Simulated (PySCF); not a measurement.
# Deuteron quadrupole couplings in `C=C(C)[Si](C)(C)C`

C6H14Si.
Cartesian coordinates in Å at the GFN2-xTB level; atoms count from 1:
```
atom  x, y, z in Å
C1     1.289   -1.076    1.681
C2     1.097   -0.575    0.468
C3     2.183   -0.635   -0.565
Si4   -0.544    0.233   -0.061
C5    -0.167    1.732   -1.182
C6    -1.519    0.809    1.472
C7    -1.588   -1.023   -1.054
H8     0.525   -1.042    2.439
H9     2.219   -1.542    1.972
H10    3.072   -1.131   -0.181
H11    1.833   -1.172   -1.445
H12    2.453    0.371   -0.880
H13    0.506    2.434   -0.699
H14   -1.076    2.271   -1.432
H15    0.293    1.422   -2.115
H16   -2.407    1.362    1.184
H17   -0.919    1.457    2.104
H18   -1.841   -0.034    2.074
H19   -1.073   -1.345   -1.954
H20   -1.808   -1.909   -0.467
H21   -2.536   -0.588   -1.359
```

Level: PBE0/pcSseg-1 (PySCF, non-relativistic); Q(2H) = 0.00286 b; rigid geometry, the same for H and D, with no vibrational averaging.

Question: Rank these positions by the coupling χzz of a deuteron there, largest first.
A. H8 (vinylic hydrogen)
B. H12 (methyl hydrogen)
C. H19 (methyl hydrogen)

Answer: A (228 kHz), C (220 kHz), B (211 kHz).

Q: What are Vzz, η and χzz (234.96 MHz × Q × Vzz) at all hydrogens?

A: 
```
atom  bonded to  bond length (Å)  Vzz (au)     η  χzz (kHz)
  H8         C1            1.077    0.3385  0.06        228
  H9         C1            1.081    0.3307  0.05        222
 H10         C3            1.088    0.3135  0.03        211
 H11         C3            1.089    0.3137  0.03        211
 H12         C3            1.089    0.3132  0.02        211
 H13         C5            1.086    0.3268  0.02        220
 H14         C5            1.086    0.3278  0.02        220
 H15         C5            1.086    0.3271  0.02        220
 H16         C6            1.085    0.3283  0.02        221
 H17         C6            1.085    0.3273  0.02        220
 H18         C6            1.085    0.3287  0.02        221
 H19         C7            1.086    0.3274  0.02        220
 H20         C7            1.086    0.3269  0.02        220
 H21         C7            1.086    0.3270  0.02        220
```

Q: How does χzz go with the bond length over the 14 C–H bonds?

A: A straight-line fit has a slope of -12.9 kHz for each 0.01 Å, with a correlation coefficient of -0.85, over lengths from 1.077 to 1.089 Å. The longer bonds have the smaller couplings here.

Q: A static deuteron (I = 1) shows a doublet split by (3/2)χ, (3/4)χ(1 + η) and (3/4)χ(1 − η) with the field along z, y and x of the gradient. What are these for H9?

A: With |χ| = 222.2 kHz and η = 0.055: 333, 176 and 158 kHz, to first order and without motion.

Geometry: GFN2-xTB; no solvent, vibrations or thermal averaging. GFN2-xTB bond lengths can be off by several hundredths of an ångström, more for odd bonds, and the gradients follow them. With a basis this small, the couplings can be 20 % off.
